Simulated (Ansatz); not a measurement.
**BrCl (SMILES ClBr): the vertical energy of the triplet above the singlet from total energies**

The species is BrCl (2 atoms), meant as a singlet with charge 0. SMILES: `ClBr`. Geometry: the measured bond length.

```xyz
2

Cl    0.0000    0.0000    0.0000
Br    0.0000    0.0000    2.1361
```

Both states at this one shape; open shells run unrestricted unless said. 1 Eh = 27.2114 eV.

| level | program | singlet BrCl (Eh) | triplet BrCl (Eh) |
| --- | --- | --- | --- |
| HF/3-21G | Ansatz | -3017.302311 | -3017.211094 |
| PBE-QIDH/def2-TZVPPD, 14 core orbitals frozen | Ansatz | -3033.504210 | -3033.406230 |

Problem. Work out the vertical gap, second state less first, at each level.

Solution. 
1. HF/3-21G: -3017.211094 − (-3017.302311) = 0.091217 Eh = 2.48 eV.
2. PBE-QIDH/def2-TZVPPD: -3033.406230 − (-3033.504210) = 0.097980 Eh = 2.67 eV.

No measured value is set beside it here; the levels span 2.48 to 2.67 eV. Hartree–Fock favours the state with fewer electron pairs, since it lacks pair correlation. Spin-orbit coupling, which splits open shells on such heavy atoms by tenths of an eV, is left out. All-electron rows are non-relativistic unless named.
